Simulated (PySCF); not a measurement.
A TDDFT job was run through a driver script with this input:

```
{"job": {"kind": "uv", "xc": "B3LYP", "basis": "def2-SVPD", "nstates": 8, "ntriplets": 3}, "charge": 0, "multiplicity": 1}
C     -1.006985    -0.021355     0.042934
Al     0.964547     0.029719    -0.048057
Br     2.103857     1.981104    -0.128849
Br     2.190709    -1.869623    -0.077521
H     -1.441191     0.982574     0.086419
H     -1.362025    -0.570115     0.921693
H     -1.445577    -0.527401    -0.823696
```

Level of theory: TDDFT B3LYP/def2-SVPD, vertical, gas phase, core orbitals frozen in the response in PySCF 2.14.0, density-fitted response routines. Job line and output are in the format of a driver script around the code.

Q: What does the script print for it?

A: 
```
coarse grid: 33616 points
cycle   1  E = -5430.1049168407  dE = -1.987e+00  |g| = 4.352e-01  |ddm| = 3.174e+00
cycle   2  E = -5430.0774075654  dE =  2.751e-02  |g| = 5.129e-01  |ddm| = 1.289e+00
cycle   3  E = -5430.1570701113  dE = -7.966e-02  |g| = 5.952e-02  |ddm| = 7.388e-01
cycle   4  E = -5430.1577639308  dE = -6.938e-04  |g| = 5.614e-03  |ddm| = 6.704e-02
cycle   5  E = -5430.1577692535  dE = -5.323e-06  |g| = 4.583e-03  |ddm| = 1.493e-02
cycle   6  E = -5430.1577738482  dE = -4.595e-06  |g| = 6.642e-04  |ddm| = 6.578e-03
final grid: 65368 points
cycle   7  E = -5430.1578020866  dE =  9.507e-08  |g| = 9.804e-04  |ddm| = 4.276e-03
cycle   8  E = -5430.1578017674  dE =  3.192e-07  |g| = 1.438e-03  |ddm| = 3.235e-03
cycle   9  E = -5430.1578023817  dE = -6.143e-07  |g| = 3.693e-05  |ddm| = 1.901e-03
cycle  10  E = -5430.1578023820  dE = -3.311e-10  |g| = 5.521e-06  |ddm| = 5.308e-05
converged SCF energy = -5430.1578023820

Static polarisability (au): isotropic 82.652, principal 64.779 88.103 95.075

Singlet excitations
state   eV       nm        f      main configurations
  1   5.6449    219.6   0.00000   H->L 1.00
  2   5.7554    215.4   0.00033   H-1->L 0.99
  3   5.9377    208.8   0.01115   H->L+1 0.89, H-2->L 0.10
  4   6.1617    201.2   0.00027   H-2->L+1 0.98
  5   6.2283    199.1   0.10529   H-1->L+1 0.76, H-2->L 0.16
  6   6.2357    198.8   0.10035   H-2->L 0.68, H-1->L+1 0.17
  7   6.6284    187.0   0.04908   H-3->L 0.54, H-3->L+1 0.33
  8   6.6340    186.9   0.04907   H-3->L+1 0.51, H-3->L 0.34, H-4->L 0.09

Triplet excitations (Tamm-Dancoff, eV): 5.5405 5.5506 5.6491
```

Geometry: GFN2-xTB; no solvent, vibrations or thermal averaging. Relativistic effects, spin–orbit coupling among them, are left out although an element past zinc is present.

The SCF starts on a coarse grid; the energy jumps when the final grid takes over, and dE counts afresh there. H and L stand for HOMO and LUMO.

The run took 47 s wall (with the writing of density and orbital grids) on one thread of an Arm Neoverse V2, no GPU (shared host), and the process peaked at 0.61 GiB of memory.
